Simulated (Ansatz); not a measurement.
`C[SiH](O)Cl` + HCl → `C[SiH](Cl)Cl` + H₂O at 400 K and 1 bar (ligand exchange at the Si–O bond).

Calculated with Ansatz (gas phase, PBE0-D4/def2-TZVP geometries, no zero-point term in ΔE). CCSD(T)/CBS adds triple-zeta CCSD(T) − MP2 to the extrapolated MP2 energy (def2 sets, frozen cores). This one scheme is used for every species. One conformer a species, not always the lowest.

```tsv
species	CCSD(T)/CBS energy (Eh)	H − E (kJ/mol)	S (J/(mol·K))
`C[SiH](O)Cl`	-865.21254	191.2	358.3
HCl	-460.38127	29.6	195.4
`C[SiH](Cl)Cl`	-1249.21450	157.0	357.9
H₂O	-76.37941	69.8	198.6
```

H − E and S are ideal-gas, rigid-rotor, harmonic terms from PBE0-D4/def2-TZVP, for one conformer and one mirror image of each species. 1 Eh = 2625.50 kJ/mol, R = 8.31446 J/(mol·K).

By hand: ΔE, ΔH, ΔS and ΔG.

ΔE = (-1249.21450) + (-76.37941) − (-865.21254) − (-460.38127) = -0.00010 Eh = -0.3 kJ/mol. Δ(H − E) = 157.0 + 69.8 − 191.2 − 29.6 = 6.0, so ΔH = 5.7 kJ/mol. ΔS = 357.9 + 198.6 − 358.3 − 195.4 = 2.8 J/(mol·K). ΔG = 5.7 − 400 × (2.8)/1000 = 4.6 kJ/mol.

By hand: the equilibrium constant, and the temperature at which ΔG would vanish if ΔH and ΔS stayed fixed.

log₁₀ K = −ΔG/(RT ln 10) = -0.6. ΔG = 0 at ΔH/ΔS = 2036 K, though so small a ΔH makes that figure unsure.

The number of gas molecules stays the same, so ΔS is small and ΔH decides. The sign of ΔG lies within the doubt. A doubt of 5 kJ/mol in ΔE shifts log₁₀ K by 0.7 here. Other conformers and mirror images would add mixing entropy, several J/(mol·K) or more a flexible species. These are equilibria of isolated gas molecules and say nothing of rates. Largest T1 diagnostic: 0.010 (customary marks: 0.02 for closed shells, 0.045 for open ones).
